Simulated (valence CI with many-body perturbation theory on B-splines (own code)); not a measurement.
## Valence orbitals of Ir XXVIII

Level of theory: valence CI with perturbative core correlation (CI+MBPT): four valence electrons over a frozen Dirac-Fock core [Kr] 4d10, radial functions for each j: 7 s, 7 p, 7 d, 7 f, 4 g, 2 h, with the one-electron correlation potential Σ1 (screened to all orders), the two-electron term Σ2, the three-electron term Σ3, Breit, model QED; selected single and double excitations, second order for the rest, scaled by the run's own slope (own B-spline code, finite nucleus).

The last digits are not significant, and no measured levels were compared; by estimate large intervals hold to a few tenths of a per cent, small ones and those within an open d or f shell to about a per cent. Excitations out of the core, of the other parity, are not computed and may begin above about 176 eV (a cautious bound); beyond it only levels of the ground parity were kept, without lifetimes.

These are the spectroscopic orbitals of the CI (the correlating ones are not listed), shaped by the core and the other valence electrons. h is the expectation value of the core's Dirac-Fock operator, without the valence repulsion; Σ1 is computed up to l = 3 at one energy for each symmetry, that of its lowest orbital but kept below the first core excitation, so for empty shells it is not the orbital's own correlation shift; Breit and QED include the response of the core.

| Orbital | h (hartree) | Σ1 (cm⁻¹) | Breit (cm⁻¹) | QED (cm⁻¹) | ⟨r⟩ (bohr) |
| --- | --- | --- | --- | --- | --- |
| 5s1/2 | -32.264 | -20869 | 3984 | 3267 | 0.7640 |
| 6s1/2 | -20.123 | -6673 | 1871 | 1537 | 1.230 |
| 7s1/2 | -13.809 | -3251 | 1053 | 878 | 1.794 |
| 5p1/2 | -30.448 | -18867 | 5966 | 101 | 0.7869 |
| 6p1/2 | -19.212 | -6598 | 3018 | 52.3 | 1.259 |
| 7p1/2 | -13.276 | -3263 | 1712 | 30.5 | 1.840 |
| 5p3/2 | -29.122 | -15894 | 3308 | 359 | 0.8258 |
| 6p3/2 | -18.554 | -5941 | 1713 | 187 | 1.306 |
| 7p3/2 | -12.898 | -3011 | 1085 | 109 | 1.895 |
| 5d3/2 | -26.234 | -14092 | 2176 | -189 | 0.8610 |
| 6d3/2 | -17.053 | -5764 | 1191 | -100 | 1.366 |
| 7d3/2 | -12.017 | -3043 | 710 | -58.8 | 1.981 |
| 5d5/2 | -25.961 | -13451 | 1322 | -69.8 | 0.8714 |
| 6d5/2 | -16.913 | -5554 | 719 | -36.4 | 1.378 |
| 7d5/2 | -11.935 | -2942 | 437 | -21.2 | 1.996 |
| 4f5/2 | -38.928 | -30788 | 671 | -589 | 0.4214 |
| 5f5/2 | -22.578 | -12524 | 424 | -160 | 0.9039 |
| 4f7/2 | -38.744 | -30077 | -951 | -446 | 0.4248 |
| 5f7/2 | -22.511 | -12355 | -84.3 | -115 | 0.9072 |
| 5g7/2 | -19.765 |  | -127 | -38.4 | 0.9111 |
| 5g9/2 | -19.756 |  | -256 | -27.0 | 0.9119 |

Among the shells of the start configuration 4f4, Σ1 is largest in size for 4f5/2, where it is 0.36 % of h.

Lowest root of each symmetry, sizes in configuration state functions:

```
 J  Parity  Roots  Reference  Variational  Second order  Change by selected CI (cm⁻¹)  Change by second order (cm⁻¹)
 0    even      7         41         8439         52465                         -8365                             -3
 1    even     10         90        21523        104166                         -6210                             -2
 2    even     22        147        30566        239439                         -7059                             -4
 3    even     17        153        29280        217172                         -6459                             -7
 4    even     24        168        29036        280698                         -5235                             -8
 5    even     18        142        28010        271959                         -4926                             -6
 6    even     16        119        27053        200387                         -4916                             -4
 7    even     10         78        24446         98618                         -5076                             -1
 8    even      9         53        17940         43655                         -5277                             -1
 9    even      3         26        11469         63206                         -5481                             -2
10    even      3         14         8022         61995                         -5583                             -2
 0     odd      2         22         6352         47425                         -9053                             -6
 1     odd      8         61        20846        163977                         -8154                             -6
 2     odd     13         87        30560        273949                         -8489                             -8
 3     odd     14         99        31990        241912                         -8159                            -12
 4     odd     14         98        32000        365665                         -7252                            -13
 5     odd     12         86        31973        338061                         -7792                            -10
 6     odd      8         66        27369        206949                         -7453                             -7
 7     odd      6         44        21572        147785                         -7394                             -6
 8     odd      4         25        15201        109625                         -7439                             -6
 9     odd      1         12         7631         68700                         -7847                             -9
```
